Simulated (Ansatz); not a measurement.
An input meant for the cluster Au2O⁺ (charge 1, doublet).

```yaml
crystal:
  periodic: [false, false, false]
  atoms:
    - {symbol: D, position_ang: [0.319896, -1.675066, 0.070815]}
    - {symbol: Au, position_ang: [-0.920695, 1.435267, -0.074412]}
    - {symbol: O, position_ang: [0.600809, 0.239810, 0.003597]}
basis:
  gaussian: {orbitals: def2-mTZVPP}
total_charge: 1
magnetization: {spin_polarized: true, initial_magnetization: 1}
hamiltonian: {xc: {name: rPW86-PBE}, dispersion: d3bj}
scf: {omitted_lower_state_checks: [starts]}
```

```sh
$ ansatz run in.yaml --threads 4 --pin off --events-out ev --progress --plain --max-ram 3916MiB
```

Shortened log:

```
Error: YAML parse error: error: line 4 column 16: `D` is not an element symbol (H … Og, case-exact)
 --> <input>:4:16
2 |   periodic: [false, false, false]
3 |   atoms:
4 |     - {symbol: D, position_ang: [0.319896, -1.675066, 0.070815]}
5 |     - {symbol: Au, position_ang: [-0.920695, 1.435267, -0.074412]}
6 |     - {symbol: O, position_ang: [0.600809, 0.239810, 0.003597]}
```

In this input an element symbol is wrong. The program refused the input.
